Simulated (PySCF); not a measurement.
**DyF: one state, many levels of theory**

State: sextet, about 9.5 electrons in the 4f shell (Mulliken), real f orbitals that mix terms. Set-up: Dy x2c-SVPall, F x2c-SVPall; spin-free X2C with a Gaussian nucleus (PySCF 2.14). De refers to Dy (4f10 6s2) + F in their high-spin ground configurations, without counterpoise correction. The functionals are run spin-unrestricted. A positive dipole means Dy(−)F(+). Levels whose curve was spin-contaminated or gave no clean fit are not listed.

```json
{"Level": "ROHF", "Re (Å)": "2.080", "ωe (cm⁻¹)": "513", "De (eV)": "n/a", "μ (D)": "-3.99"}
{"Level": "ROHF-MP2", "Re (Å)": "2.016", "ωe (cm⁻¹)": "547", "De (eV)": "n/a", "μ (D)": "n/a"}
{"Level": "ROHF-SCS-MP2", "Re (Å)": "2.030", "ωe (cm⁻¹)": "539", "De (eV)": "n/a", "μ (D)": "n/a"}
{"Level": "r²SCAN", "Re (Å)": "1.979", "ωe (cm⁻¹)": "571", "De (eV)": "6.30", "μ (D)": "-2.59"}
{"Level": "TPSSh", "Re (Å)": "1.983", "ωe (cm⁻¹)": "566", "De (eV)": "6.04", "μ (D)": "-2.58"}
{"Level": "PBE0", "Re (Å)": "1.970", "ωe (cm⁻¹)": "568", "De (eV)": "5.84", "μ (D)": "-2.54"}
```

(1) What does second-order correlation do here, going from ROHF to ROHF-MP2?

Correlated steps freeze 19 core orbitals. These are scalar-relativistic numbers at best; spin–orbit coupling would shift them, the dissociation energy most. The state is the lowest single determinant that the PBE0 search found; with open d or f shells the true ground state can be another one.

The whole job (state search and all levels along the bond) took about 14 min on 2 threads of Intel Xeon Platinum 8259CL @ 2.50GHz (shared host), peak memory 2.9 GiB.

## Answers

(1) ROHF-MP2 less ROHF: -6.4 pm in Re, +6.6 % in ωe. Correlation nearly always deepens the well. The bond shortens, as in weak, metallic or heavy-atom bonds, where dispersion and the correlation of outer-core electrons pull the atoms together.
